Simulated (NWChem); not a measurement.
System: CH6Hf; SMILES [HfH3][CH3]

Excerpt of the output:

```
             Northwest Computational Chemistry Package (NWChem) 7.3.0
             --------------------------------------------------------

 C3  symmetry detected

                             Geometry "geometry" -> ""
                             -------------------------

 Output coordinates in angstroms (scale by  1.889725989 to convert to a.u.)

  No.       Tag          Charge          X              Y              Z
 ---- ---------------- ---------- -------------- -------------- --------------
    1 Hf                  72.0000     0.00000000     0.00000000     0.22685811
    2 C                    6.0000     0.00000000    -0.00000000    -1.94667789
    3 H                    1.0000    -0.00000022     1.04212951    -2.34336289
    4 H                    1.0000    -0.90251052    -0.52106495    -2.34336289
    5 H                    1.0000     0.90251074    -0.52106456    -2.34336289
    6 H                    1.0000    -0.00396358     1.77509318     0.79212411
    7 H                    1.0000    -1.53529400    -0.89097915     0.79212411
    8 H                    1.0000     1.53925758    -0.88411403     0.79212411

 Effective nuclear repulsion energy (a.u.)     221.8909028765

      Symmetry information
      --------------------

 Group name             C3
 Group number              5
 Group order               3
 No. of unique centers     4

                                 NWChem DFT Module
                                 -----------------

 Summary of "ao basis" -> "ao basis" (spherical)
 ------------------------------------------------------------------------------
       Tag                 Description            Shells   Functions and Types
 ---------------- ------------------------------  ------  ---------------------
 Hf                        def2-tzvp                14       40   6s4p3d1f
 C                         def2-tzvp                11       31   5s3p2d1f
 H                         def2-tzvp                 4        6   3s1p

      Symmetry analysis of basis
      --------------------------

        a          41
        e+         33
        e-         33

  Rotation of axis

            General Information
            -------------------
          SCF calculation type: DFT
          Wavefunction type:  closed shell.
          No. of atoms     :     8
          No. of electrons :    24
           Alpha electrons :    12
            Beta electrons :    12
          Charge           :     0
          Spin multiplicity:     1
          Use of symmetry is: on ; symmetry adaption is: on
          Maximum number of iterations: 200
          AO basis - number of functions:   107
                     number of shells:    49
          Convergence on energy requested:  1.00D-06
          Convergence on density requested:  1.00D-05
          Convergence on gradient requested:  5.00D-04

              XC Information
              --------------
                    Becke 1988 Exchange Functional  1.000
              Lee-Yang-Parr Correlation Functional  1.000

             Grid Information
             ----------------
          Grid used for XC integration:  medium
          Radial quadrature: Mura-Knowles
          Angular quadrature: Lebedev.
          Tag              B.-S. Rad. Rad. Pts. Rad. Cut. Ang. Pts.
          ---              ---------- --------- --------- ---------
          Hf                  1.55      123          10.0       590
          C                   0.70       49          10.0       434
          H                   0.35       45          11.0       434
          Grid pruning is: on
          Number of quadrature shells:   262
          Spatial weights used:  Erf1

      Superposition of Atomic Density Guess
      -------------------------------------

 Sum of atomic energies:         -92.60364550

      Non-variational initial energy
      ------------------------------

 Total energy =     -88.267166
 1-e energy   =    -228.289161
 2-e energy   =      91.252379
 HOMO         =      -0.308706
 LUMO         =       0.016221

      Symmetry analysis of molecular orbitals - initial
      -------------------------------------------------

  Numbering of irreducible representations:

     1 a           2 e+          3 e-

  Orbital symmetries:

     1 a           2 a           3 a           4 e+          5 e+
     6 a           7 e+          8 e+          9 a          10 e+
    11 e+         12 a          13 e+         14 e+         15 a
    16 e+         17 e+         18 a          19 a          20 e+
    21 e+         22 a

 ----------------------------------------------
         Quadratically convergent ROKS

 Convergence threshold     :          5.000E-04
 Maximum no. of iterations :          200
 Final Fock-matrix accuracy:          1.000E-08
 ----------------------------------------------

              iter       energy          gnorm     gmax       time
             ----- ------------------- --------- --------- --------
                 1      -89.5143526943  1.17D+00  2.30D-01      0.7
                 2      -89.6095323947  5.57D-01  1.66D-01      2.6
                 3      -89.6166114359  3.21D-01  1.07D-01      3.9
                 4      -89.6235206548  1.12D-01  2.57D-02      5.3
                 5      -89.6243932669  3.42D-03  6.84D-04      7.2
                 6      -89.6243941726  2.81D-05  4.49D-06      9.6

         Total DFT energy =      -89.624394172587
      One electron energy =     -230.486722584233
           Coulomb energy =      105.544630060639
    Exchange-Corr. energy =      -13.451918054741
 Nuclear repulsion energy =       48.769616405748

 Numeric. integr. density =       24.000013600028

                       DFT Final Molecular Orbital Analysis
                       ------------------------------------

 Vector   10  Occ=2.000000D+00  E=-2.472116D-01  Symmetry=e+
              MO Center=  6.1D-01, -3.7D-01,  6.8D-01, r^2= 2.9D+00
   Bfn.  Coefficient  Atom+Function         Bfn.  Coefficient  Atom+Function
  ----- ------------  ---------------      ----- ------------  ---------------
   103      0.270418  8 H  s                104      0.215675  8 H  s
    19     -0.187367  1 Hf d -2             102      0.162542  8 H  s

 Vector   11  Occ=2.000000D+00  E=-2.472116D-01  Symmetry=e+
              MO Center= -6.1D-01,  3.7D-01,  6.8D-01, r^2= 2.9D+00
   Bfn.  Coefficient  Atom+Function         Bfn.  Coefficient  Atom+Function
  ----- ------------  ---------------      ----- ------------  ---------------
    91      0.235256  6 H  s                 97     -0.233122  7 H  s
    23     -0.187367  1 Hf d  2              92      0.187635  6 H  s
    98     -0.185925  7 H  s

 Vector   12  Occ=2.000000D+00  E=-2.451229D-01  Symmetry=a
              MO Center= -1.7D-13,  1.9D-13, -1.1D+00, r^2= 2.5D+00
   Bfn.  Coefficient  Atom+Function         Bfn.  Coefficient  Atom+Function
  ----- ------------  ---------------      ----- ------------  ---------------
    48      0.323743  2 C  pz                21      0.272576  1 Hf d  0
    51      0.265415  2 C  pz                54      0.206461  2 C  pz
    26      0.198859  1 Hf d  0

 Vector   13  Occ=0.000000D+00  E=-9.116200D-02  Symmetry=e+
              MO Center= -1.2D-01,  5.7D-02,  3.5D-01, r^2= 2.4D+00
   Bfn.  Coefficient  Atom+Function         Bfn.  Coefficient  Atom+Function
  ----- ------------  ---------------      ----- ------------  ---------------
    22     -0.320275  1 Hf d  1              19      0.293913  1 Hf d -2
    27     -0.240011  1 Hf d  1              24      0.223310  1 Hf d -2
    20     -0.202552  1 Hf d -1              29      0.200772  1 Hf d -2
    23     -0.188852  1 Hf d  2              32     -0.189042  1 Hf d  1
    25     -0.151794  1 Hf d -1

 Vector   14  Occ=0.000000D+00  E=-9.116200D-02  Symmetry=e+
              MO Center=  1.2D-01, -5.7D-02,  3.5D-01, r^2= 2.4D+00
   Bfn.  Coefficient  Atom+Function         Bfn.  Coefficient  Atom+Function
  ----- ------------  ---------------      ----- ------------  ---------------
    20      0.320275  1 Hf d -1              23      0.293913  1 Hf d  2
    25      0.240011  1 Hf d -1              28      0.223310  1 Hf d  2
    22     -0.202552  1 Hf d  1              33      0.200772  1 Hf d  2
    19      0.188852  1 Hf d -2              30      0.189042  1 Hf d -1
    27     -0.151794  1 Hf d  1

 Vector   15  Occ=0.000000D+00  E=-5.880974D-02  Symmetry=a
              MO Center=  1.9D-13, -2.2D-14,  8.1D-01, r^2= 3.9D+00
   Bfn.  Coefficient  Atom+Function         Bfn.  Coefficient  Atom+Function
  ----- ------------  ---------------      ----- ------------  ---------------
    18      0.655976  1 Hf pz                45      0.445111  2 C  s
    21      0.340511  1 Hf d  0              26      0.237636  1 Hf d  0
    31      0.227703  1 Hf d  0              12     -0.222283  1 Hf pz
    54     -0.196849  2 C  pz                 5     -0.166304  1 Hf s

            General Information
            -------------------
          SCF calculation type: DFT
          Wavefunction type:  closed shell.
          No. of atoms     :     8
          No. of electrons :    24
           Alpha electrons :    12
            Beta electrons :    12
          Charge           :     0
          Spin multiplicity:     1
          Use of symmetry is: on ; symmetry adaption is: on
          Maximum number of iterations: 200
          AO basis - number of functions:   107
                     number of shells:    49
          Convergence on energy requested:  1.00D-06
          Convergence on density requested:  1.00D-05
          Convergence on gradient requested:  5.00D-04

              XC Information
              --------------
                    Becke 1988 Exchange Functional  1.000
              Lee-Yang-Parr Correlation Functional  1.000

             Grid Information
             ----------------
          Grid used for XC integration:  medium
          Radial quadrature: Mura-Knowles
          Angular quadrature: Lebedev.
          Tag              B.-S. Rad. Rad. Pts. Rad. Cut. Ang. Pts.
          ---              ---------- --------- --------- ---------
          Hf                  1.55      123          10.0       590
          C                   0.70       49          10.0       434
          H                   0.35       45          11.0       434
          Grid pruning is: on
          Number of quadrature shells:   262
          Spatial weights used:  Erf1

          Convergence Information
          -----------------------
          Convergence aids based upon iterative change in
          total energy or number of iterations.
          Levelshifting, if invoked, occurs when the
          HOMO/LUMO gap drops below (HL_TOL):  1.00D-02
          DIIS, if invoked, will attempt to extrapolate
          using up to (NFOCK): 10 stored Fock matrices.

                    Damping( 0%)  Levelshifting(0.5)       DIIS
                  --------------- ------------------- ---------------
          dE  on:    start            ASAP                start
          dE off:    2 iters        200 iters           200 iters

                            NWChem DFT Gradient Module
                            --------------------------

  charge          =   0.00
  wavefunction    = closed shell

  Rotation of axis
  Using symmetry

                         DFT ENERGY GRADIENTS

    atom               coordinates                        gradient
                 x          y          z           x          y          z
   1 Hf      0.000000   0.000000   0.428700   -0.000000   0.000000  -0.004615
   2 C       0.000000  -0.000000  -3.678688   -0.000000   0.000000   0.011036
   3 H      -0.000000   1.969339  -4.428314    0.000002   0.005960  -0.001673
   4 H      -1.705498  -0.984670  -4.428314   -0.005163  -0.002979  -0.001673
   5 H       1.705498  -0.984669  -4.428314    0.005161  -0.002982  -0.001673
   6 H      -0.007490   3.354440   1.496898    0.000000  -0.001004  -0.000468
   7 H      -2.901285  -1.683706   1.496898    0.000869   0.000502  -0.000468
   8 H       2.908775  -1.670733   1.496898   -0.000869   0.000502  -0.000468
```

Level: BLYP/def2-TZVP with def2 effective core potentials on Hf. Coordinates come from a PBE-D3(BJ)/def2-SVP optimisation. def2 effective core potentials on Hf; no spin-orbit coupling.

Task: Which NWChem input produces such a log?

Result: This is not unique; one that fits is the input that was run:
```
start job
memory heap 200 mb stack 900 mb global 1100 mb
geometry units angstroms noautoz
  Hf     0.000000     0.000000     0.178151
  C      0.000000     0.000000    -1.995385
  H     -0.673626     0.795149    -2.392070
  H     -0.351806    -0.980952    -2.392070
  H      1.025432     0.185803    -2.392070
  H     -1.150433     1.351841     0.743417
  H     -0.595512    -1.672225     0.743417
  H      1.745946     0.320384     0.743417
end
basis spherical
  * library def2-tzvp
end
ecp
  Hf library def2-ecp
end
dft
  xc becke88 lyp
  iterations 200
  cgmin
end
task dft gradient
```
